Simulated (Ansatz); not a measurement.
Born–Oppenheimer molecular dynamics of CH6BClO (10 atoms, charge 0, multiplicity 1). It starts at the highest image of a converged band. Of that band: The profile has 2 maxima (images 3, 5) with wells between them (image 4): this band takes more than one step, which may be the mechanism or a detour left from its start path. A vibrational analysis at the climbing image gives one clearly imaginary mode, 884i cm⁻¹: a first-order saddle point.

These are results of Ansatz 0.2.0, RKS PBE-D4/6-31G*, not measurements.

- ensemble: NVE (velocity Verlet)
- time step: 0.5 fs
- steps asked: 200
- starting velocities drawn for: 100 K
- seed: 5608

First frame:

```xyz
10
Properties=species:S:1:pos:R:3
B -0.023 0.267 0.045
O 0.051 -0.153 1.495
H -0.833 -0.478 1.779
H 1.069 0.376 -0.434
C -1.329 -0.082 -0.748
H -2.259 0.046 -0.164
H -1.419 0.525 -1.663
H -1.281 -1.141 -1.075
Cl -0.217 2.429 0.929
H 0.008 1.096 1.700
```

Question: How far do the bonds stretch over the last three quarters of this one trajectory? (Pairs bonded in most of those frames.)

Answer: 
| bond | mean (Å) | spread (Å) | shortest | longest |
| --- | --- | --- | --- | --- |
| B1–H4 | 1.209 | 0.010 | 1.19 | 1.23 |
| B1–C5 | 1.595 | 0.046 | 1.50 | 1.67 |
| B1–Cl9 | 1.896 | 0.109 | 1.73 | 2.14 |
| O2–H3 | 0.984 | 0.011 | 0.96 | 1.01 |
| O2–H10 | 0.992 | 0.038 | 0.93 | 1.06 |
| C5–H6 | 1.108 | 0.016 | 1.08 | 1.13 |
| C5–H7 | 1.105 | 0.004 | 1.10 | 1.11 |
| C5–H8 | 1.107 | 0.011 | 1.09 | 1.12 |

Mean temperature of the second half: 354 K. The conserved energy stayed within 0.12 meV per atom of its start (net change -0.013 meV per atom), so the integration is sound. The kinetic energy rose, since the run started high on the potential surface and went downhill. A run of 0.1 ps of so small a system gives no equilibrium averages. The orbitals stay closed-shell, which can raise the energy where a bond breaks towards radicals; this wasn't checked here.

Run time: 8 min on 1 thread of Arm Neoverse V1, on a shared host, peak memory 0.12 GiB.
